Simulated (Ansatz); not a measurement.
`[SiH3]CC1C[SiH2]1` + H₂O → `OC1C[SiH2]1` + `C[SiH3]` at 298.15 K and 1 bar (formal hydrolysis of a C–C bond).

Computed with Ansatz on PBE0-D4/def2-TZVP structures; ΔE is electronic, products minus reactants. CCSD(T)/CBS adds triple-zeta CCSD(T) − MP2 to the extrapolated MP2 energy (def2 sets, frozen cores). This one scheme is used for every species. Each species was taken in one conformer, which may not be the lowest.

```csv
species,CCSD(T)/CBS energy (Eh),H − E (kJ/mol),S (J/(mol·K))
`[SiH3]CC1C[SiH2]1`,-698.28589,318.9,358.3
H₂O,-76.37941,66.4,188.7
`OC1C[SiH2]1`,-443.90503,211.1,298.7
`C[SiH3]`,-330.73916,173.3,255.5
```

H − E and S are ideal-gas, rigid-rotor, harmonic terms from PBE0-D4/def2-TZVP, for one conformer and one mirror image of each species. 1 Eh = 2625.50 kJ/mol, R = 8.31446 J/(mol·K).

Question: By hand: ΔE, ΔH, ΔS and ΔG.

Answer: ΔE = (-443.90503) + (-330.73916) − (-698.28589) − (-76.37941) = 0.02111 Eh = 55.4 kJ/mol. Δ(H − E) = 211.1 + 173.3 − 318.9 − 66.4 = -0.9, so ΔH = 54.5 kJ/mol. ΔS = 298.7 + 255.5 − 358.3 − 188.7 = 7.2 J/(mol·K). ΔG = 54.5 − 298.15 × (7.2)/1000 = 52.4 kJ/mol.

Question: By hand: the equilibrium constant, and the temperature at which ΔG would vanish if ΔH and ΔS stayed fixed.

Answer: log₁₀ K = −ΔG/(RT ln 10) = -9.2. ΔG = 0 at ΔH/ΔS = 7569 K, far beyond where these terms or the molecules hold.

The number of gas molecules stays the same, so ΔS is small and ΔH decides. A doubt of 5 kJ/mol in ΔE shifts log₁₀ K by 0.9 here. Other conformers and mirror images would add mixing entropy, several J/(mol·K) or more a flexible species. These are equilibria of isolated gas molecules and say nothing of rates. Largest T1 diagnostic: 0.011 (customary marks: 0.02 for closed shells, 0.045 for open ones).
